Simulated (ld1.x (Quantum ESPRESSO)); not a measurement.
Varying the TM potential for ruthenium

Base potential:

```json
{"Element": "Ru", "Generator": "ld1.x (Quantum ESPRESSO) 7.5", "Type": "norm-conserving Troullier–Martins (Kleinman–Bylander form)", "Functional": "PBEsol", "Relativity": "fully relativistic", "Frozen core": "[Ar] 3d10", "Valence charge": "16", "Reference configuration": "4s2 4p6 4d7 5s0 5p0 (charge +1)", "Partial waves": "4s (bound): rc 1.35 bohr; 4p (bound): rc 1.85 bohr; 4f channel at 0.1 Ry: rc 1.80 bohr; 4d (bound): rc 1.50 bohr", "Local potential": "the d channel", "Core correction": "none"}
```

Open shells are filled in proportion to 2j + 1 (rel_dist='average').

Cutoffs, loose and tight: the cutoffs (Ry, on a coarse ladder) from which the occupation-weighted sum of valence levels, in a spherical-Bessel basis at the reference potential, stays within 10 and 1 mRy of its value at 400 Ry. They do not see the model core or the augmentation charge, which bear on the density cutoff. Test errors are all-electron minus pseudo excitation energies from the reference, over the configurations 4s2 4p6 4d7 5s1 5p0; 4s2 4p6 4d6 5s0 5p0; 4s2 4p6 4d5 5s0 5p0; 4s2 4p6 4d8 5s0 5p0; 4s2 4p6 4d6 5s1 5p1; 4s2 4p6 4d6 5s2 5p0; 4s2 4p6 4d6 5s1 5p0. A dash means not determined; rows that change the core or the reference have their own tests.

| change | outcome | cutoff, loose | cutoff, tight | bound ghosts | largest test error (meV) |
| --- | --- | --- | --- | --- | --- |
| base | generated, misses its reference levels by 0.20 eV | 80 Ry | 140 Ry | none | +231 |
| wave 4d (bound): rc 1.50 bohr becomes 4d (bound): rc 1.04 bohr | generated, misses its reference levels by 0.20 eV | 140 Ry | 200 Ry | none | +289 |
| wave 4d (bound): rc 1.50 bohr becomes 4d (bound): rc 1.56 bohr | generated, misses its reference levels by 0.20 eV | 80 Ry | 140 Ry | none | +230 |
| wave 4d (bound): rc 1.50 bohr becomes 4d (bound): rc 1.74 bohr | generated, misses its reference levels by 0.20 eV | 80 Ry | 140 Ry | none | +222 |
| wave 4d (bound): rc 1.50 bohr becomes 4d (bound): rc 1.96 bohr | generated, misses its reference levels by 0.20 eV | 80 Ry | 140 Ry | none | +221 |

(1) What comes out with this change to the base: wave 4d (bound): rc 1.50 bohr becomes 4d (bound): rc 2.26 bohr?

(2) What comes out with this change to the base: wave 4d (bound): rc 1.50 bohr becomes 4d (bound): rc 1.22 bohr?

Results:

(1) outcome: generated, misses its reference levels by 0.20 eV; cutoff, loose: 80 Ry; cutoff, tight: 140 Ry; bound ghosts: none; largest test error (meV): +315.

(2) outcome: generated, misses its reference levels by 0.20 eV; cutoff, loose: 90 Ry; cutoff, tight: 140 Ry; bound ghosts: none; largest test error (meV): +245.

Reading the sweep of the d radius (base included, trends over the rows without a ghost): The loose cutoff falls from 140 Ry at 1.04 to 80 Ry at 2.26 bohr. A larger radius leaves more room for a smooth pseudo-wave, so fewer plane waves are needed; a smaller one forces it to follow the all-electron wave where it bends sharply. The median size of the test errors (rows with all tests solved) is not monotonic: lowest 81.9 meV at 1.96 bohr, highest 113.0 meV at 1.04 bohr.
